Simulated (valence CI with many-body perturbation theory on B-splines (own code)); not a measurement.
The numbers below are computed, except where a source is named.
From CI to CI+MBPT in Pd⁷⁺

Level of theory: relativistic CI+MBPT: three valence electrons over a frozen Dirac-Fock core [Kr], radial functions for each j: 9 s, 9 p, 10 d, 8 f, 5 g, 3 h, 1 i, with the one-electron correlation potential Σ1, the two-electron term Σ2, the three-electron term Σ3, Breit, model QED; selected CI, second order for the rest, scaled by the run's own slope (own B-spline code, finite nucleus).

No measured levels were compared; by estimate terms of the open shell hold to 2 to 4 % of their energy, and close levels can change places; different configurations can be misplaced against each other by 1,000 to 8,000 cm⁻¹. Core correlation moves these levels by up to 15000 cm⁻¹, and in measured spectra 5 to 20 % of such shifts remained as error; rates that hang on mixing are uncertain with them. The list stops below the first excitations out of the core.

Each rung adds one term. CI alone is the Dirac-Coulomb CI over the frozen core; QED comes last and gives the full result, which names the levels. Energies are above 4d³ ⁴F_3/2 on the same rung, in eV.

Names give the largest LS component (configuration and term), which can be under half, so a name can repeat, a term be missing and a line seem to break the LS rules; names also repeat where a configuration has a term twice. Letters in brackets count levels of one name in rising energy.

```
         Level  CI alone    + Σ1    + Σ2    + Σ3  + Breit    Full
    4d³ ⁴F_5/2     0.294   0.310   0.318   0.320    0.305   0.306
    4d³ ⁴F_7/2     0.633   0.664   0.680   0.682    0.652   0.655
    4d³ ⁴F_9/2     0.984   1.028   1.046   1.046    1.004   1.007
    4d³ ⁴P_3/2     2.089   2.102   2.082   2.077    2.072   2.073
    4d³ ⁴P_1/2     2.169   2.190   2.154   2.146    2.133   2.134
    4d³ ²G_7/2     2.606   2.647   2.522   2.479    2.453   2.456
    4d³ ²G_9/2     2.775   2.819   2.627   2.600    2.575   2.576
    4d³ ⁴P_5/2     2.623   2.666   2.642   2.624    2.593   2.596
4d³ ²D_3/2 [a]     3.049   3.092   3.155   3.123    3.099   3.102
    4d³ ²P_1/2     3.164   3.215   3.267   3.302    3.271   3.274
   4d³ ²H_11/2     3.722   3.786   3.481   3.467    3.425   3.428
    4d³ ²H_9/2     3.718   3.792   3.570   3.543    3.492   3.496
4d³ ²D_5/2 [a]     3.752   3.813   3.887   3.811    3.771   3.775
    4d³ ²P_3/2     3.953   4.033   4.148   4.139    4.084   4.090
    4d³ ²F_7/2     5.325   5.387   5.131   5.092    5.059   5.062
    4d³ ²F_5/2     5.395   5.456   5.202   5.161    5.133   5.136
4d³ ²D_5/2 [b]     7.896   7.972   8.019   7.934    7.899   7.902
4d³ ²D_3/2 [b]     8.004   8.082   8.078   7.990    7.957   7.960
  4d²5s ⁴F_3/2    31.074  31.772  32.756  32.798   32.818  32.851
  4d²5s ⁴F_5/2    31.290  31.996  32.988  33.029   33.042  33.076
  4d²5s ⁴F_7/2    31.687  32.412  33.413  33.454   33.449  33.484
  4d²5s ⁴F_9/2    32.146  32.890  33.897  33.938   33.913  33.950
  4d²5s ²F_5/2    32.383  33.103  34.141  34.172   34.177  34.210
  4d²5s ²F_7/2    33.085  33.832  34.878  34.907   34.887  34.922
  4d²5s ⁴P_1/2    33.335  34.052  34.987  35.026   35.037  35.071
  4d²5s ⁴P_5/2    33.407  34.134  35.111  35.147   35.148  35.183
  4d²5s ⁴P_3/2    33.467  34.195  35.147  35.186   35.188  35.223
  4d²5s ²D_3/2    33.751  34.487  35.489  35.522   35.518  35.553
  4d²5s ²D_5/2    34.230  34.990  35.996  36.031   36.003  36.040
  4d²5s ²P_1/2    34.470  35.198  36.162  36.186   36.189  36.223
  4d²5s ²G_9/2    34.866  35.616  36.377  36.387   36.373  36.408
```

Question: How does the ionisation energy move along the ladder, and which term matters most?

Answer: CI alone 118.42, + Σ1 120.19, + Σ2 121.21, + Σ3 121.21, + Breit 121.20, + QED 121.21 eV. The largest step is Σ1, 1.77 eV. NIST lists 120 ± 2.1 eV (theoretical).
